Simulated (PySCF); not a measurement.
Ligand exchange on a metal centre used in film growth or etching (Hf Cl-OH). Gas-phase values, no solvent. One relaxed conformer stands for each flexible species; it need not be the lowest.

The numbers are results of PySCF 2.14.0 with TPSSh-D3(BJ)/def2-TZVP // BP86-D3(BJ)/def2-SVP, not measurements. All candidates: neutral, multiplicity 1. 

| Item | Result |
|---|---|
| HOMO | -8.99 eV |
| LUMO | -2.68 eV |
| HOMO–LUMO gap | 6.31 eV |

Identify which member has these values.
(A) [Hf(Cl)(OH)3]
(B) [Hf(OH)4]
(C) [Hf(Cl)2(OH)2]
(D) [Hf(Cl)4]

D, [Hf(Cl)4]. The others give [Hf(Cl)(OH)3]: -7.78 eV, -0.37 eV, 7.41 eV; [Hf(OH)4]: -7.46 eV, -0.13 eV, 7.32 eV; [Hf(Cl)2(OH)2]: -8.18 eV, -1.23 eV, 6.96 eV
